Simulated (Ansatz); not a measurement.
`CN1CB[SiH2]1` + `[SH][Au]` → `C[S][Au]` + `B1CN[SiH2]1`  (substitution at a C–N bond)

Calculated with Ansatz (gas phase, PBE0-D4/def2-TZVP geometries, no zero-point term in ΔE). CCSD(T)/CBS is the MP2 limit (def2-TZVPP, def2-QZVPP) plus CCSD(T) − MP2 in def2-TZVPP, frozen cores. DFT in def2-TZVPP. Elements past krypton have def2 core potentials. For Au outer-core shells are correlated without core-valence functions, which leaves a few kJ/mol of doubt a bond.

```tsv
species	PBE0 energy (Eh)
`CN1CB[SiH2]1`	-449.81695
`[SH][Au]`	-534.40940
`C[S][Au]`	-573.68289
`B1CN[SiH2]1`	-410.54558
```

Task: Work out ΔE.

Result: ΔE = (-573.68289) + (-410.54558) − (-449.81695) − (-534.40940) = -0.00212 Eh = -5.6 kJ/mol. CCSD(T)/CBS gives -8.2 kJ/mol.

Largest T1 diagnostic among the species: 0.025, so the coupled-cluster value is less sure than usual.

In def2-TZVPP, CCSD(T) changes the Hartree–Fock value by −9.1 kJ/mol (the triples alone add −1.9 kJ/mol) and MP2 by −13.8 kJ/mol. From PBE to PBE0 (25 % exact exchange), in def2-TZVPP and without D4, ΔE moves by +3.6 kJ/mol.
